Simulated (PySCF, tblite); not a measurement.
Species: C4H9NO2Si.
Geometry (GFN2-xTB, Å), atoms numbered from 1 in this order:
```
atom  x, y, z in Å
C1    -3.3434   -0.0683   -0.4151
C2    -1.9509   -0.3580    0.1005
O3    -1.6779   -1.2748    0.8401
N4    -1.0121    0.5211   -0.3623
C5     0.3353    0.4271   -0.0321
C6     1.2631    1.2710   -0.4704
O7     2.5731    1.2091   -0.1750
Si8    3.4484    0.1780    0.7360
H9    -3.6072    0.9738   -0.2509
H10   -3.3903   -0.2792   -1.4820
H11   -4.0533   -0.7076    0.1010
H12   -1.2911    1.2712   -0.9774
H13    0.5665   -0.4000    0.6204
H14    1.0244    2.1019   -1.1250
H15    2.9976    0.1965    2.1274
H16    4.7550    0.7853    0.5418
H17    3.3559   -1.1855    0.2130
```

Theory: PBE0/pcSseg-1 in PySCF (dipole) on a GFN2-xTB geometry, gas phase.

Masses are those of the commonest isotopes; rigid-rotor values at the optimised geometry. The values belong to one conformer with, in the numbering `[CH3:1][C:2](=[O:3])[NH:4]/[CH:5]=[CH:6]/[O:7][SiH3:8]`, C1–C2–N4–C5 -179°, C2–N4–C5–C6 180°, C5–C6–O7–Si8 0°.

Question: Give the principal moments of inertia and the rotational constants in MHz.

Answer: Ia = 98.90, Ib = 792.23, Ic = 882.20 u·Å²; 505379 MHz·u·Å²/I gives A = 5110, B = 637.9, C = 572.9 MHz.

Question: What kind of rotor is it?

Answer: A near-prolate asymmetric top. Ray's parameter κ = (2B − A − C)/(A − C) = -0.971; −1 is the prolate and +1 the oblate limit.

Question: What does the inertial defect say?

Answer: Not planar: Δ = Ic − Ia − Ib = -8.93 u·Å². For a rigid frame Δ = −2 Σ m c², so Σ m c² = 4.47 u·Å² lies off the ab plane: 4.45 from hydrogen and 0.01 from heavier atoms. The atom farthest from that plane is 1.21 Å away.

Question: Which lines would a microwave search look for?

Answer: The dipole components are |μa| = 0.58 D, |μb| = 3.01 D, |μc| = 0.08 D. Intensities carry the squares of the components, which stand as 0.04 : 1.00 : 0.00 (a : b : c). Some lines, for components of 0.1 D or more:

```json
{"type": "a", "branch": "Q", "J(Ka,Kc)": "3(1,2) ← 3(1,3)", "MHz": "390", "lower level (cm⁻¹)": "0.386"}
{"type": "a", "branch": "R", "J(Ka,Kc)": "1(0,1) ← 0(0,0)", "MHz": "1211", "lower level (cm⁻¹)": "0.000"}
{"type": "a", "branch": "R", "J(Ka,Kc)": "2(0,2) ← 1(0,1)", "MHz": "2421", "lower level (cm⁻¹)": "0.040"}
{"type": "a", "branch": "R", "J(Ka,Kc)": "3(0,3) ← 2(0,2)", "MHz": "3630", "lower level (cm⁻¹)": "0.121"}
{"type": "a", "branch": "R", "J(Ka,Kc)": "3(2,1) ← 2(2,0)", "MHz": "3635", "lower level (cm⁻¹)": "0.722"}
{"type": "b", "branch": "Q", "J(Ka,Kc)": "2(1,1) ← 2(0,2)", "MHz": "4603", "lower level (cm⁻¹)": "0.121"}
{"type": "a", "branch": "R", "J(Ka,Kc)": "4(1,4) ← 3(1,3)", "MHz": "4712", "lower level (cm⁻¹)": "0.386"}
{"type": "a", "branch": "R", "J(Ka,Kc)": "4(3,1) ← 3(3,0)", "MHz": "4845", "lower level (cm⁻¹)": "1.595"}
{"type": "b", "branch": "R", "J(Ka,Kc)": "4(1,4) ← 3(0,3)", "MHz": "9024", "lower level (cm⁻¹)": "0.242"}
{"type": "b", "branch": "Q", "J(Ka,Kc)": "2(2,0) ← 2(1,1)", "MHz": "13416", "lower level (cm⁻¹)": "0.275"}
{"type": "b", "branch": "Q", "J(Ka,Kc)": "2(2,1) ← 2(1,2)", "MHz": "13611", "lower level (cm⁻¹)": "0.268"}
{"type": "b", "branch": "R", "J(Ka,Kc)": "2(2,0) ← 1(1,1)", "MHz": "15968", "lower level (cm⁻¹)": "0.190"}
{"type": "b", "branch": "Q", "J(Ka,Kc)": "3(3,0) ← 3(2,1)", "MHz": "22519", "lower level (cm⁻¹)": "0.843"}
{"type": "b", "branch": "R", "J(Ka,Kc)": "3(3,1) ← 2(2,0)", "MHz": "26154", "lower level (cm⁻¹)": "0.722"}
{"type": "b", "branch": "R", "J(Ka,Kc)": "3(3,0) ← 2(2,1)", "MHz": "26155", "lower level (cm⁻¹)": "0.722"}
{"type": "b", "branch": "Q", "J(Ka,Kc)": "4(4,1) ← 4(3,2)", "MHz": "31530", "lower level (cm⁻¹)": "1.756"}
```

Its GFN2-xTB frequencies are all real (lowest 52 cm⁻¹). These are rigid-rotor constants of the computed structure; measured ground-state constants (B0) also hold zero-point vibration. A rigid rotor knows nothing of internal rotation, which can split or shift real lines. Quadrupole hyperfine structure (14N) is left out.
